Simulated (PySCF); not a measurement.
**Run times: cadmium in x2c-QZVPPall-2c**

Measured wall times of calculations with PySCF 2.14 in x2c-QZVPPall-2c (13s12p9d4f2g, 140 functions), with two-component X2C-1e, run from one Python driver. Hardware: 1 thread of Neoverse-V2 on a shared host, 3 GiB allowed. The two-electron integrals over 140 functions were computed once and kept in memory (7.7 CPU seconds with the set-up); the times below exclude them.

Launch command (the driver calls PySCF for each step listed in the task file):

```bash
OMP_NUM_THREADS=1 python sorun2.py TASK.json OUT
```

| species | step | iterations | wall time (s) |
| --- | --- | --- | --- |
| Cd³⁺ [Kr] 4d9 | GHF, spin-free | 8 | 14 |
| Cd³⁺ [Kr] 4d9 | GMP2 (17 electrons), spin-free |  | 5.4 |
| Cd³⁺ [Kr] 4d9 | GHF, screened spin-orbit | 8 | 14 |
| Cd³⁺ [Kr] 4d9 | GMP2 (17 electrons), screened spin-orbit |  | 3.8 |
| Cd⁴⁺ [Kr] 4d8 | GHF, spin-free | 7 | 13 |
| Cd⁴⁺ [Kr] 4d8 | GMP2 (16 electrons), spin-free |  | 3.4 |
| Cd⁴⁺ [Kr] 4d8 | GMP2 (16 electrons), screened spin-orbit |  | 3.4 |

Q: Roughly how long does GHF, screened spin-orbit take for Cd⁴⁺ [Kr] 4d8 here?

A: About 30 s.

Peak memory of the process: 0.78 GiB. Times on a shared host vary from run to run.
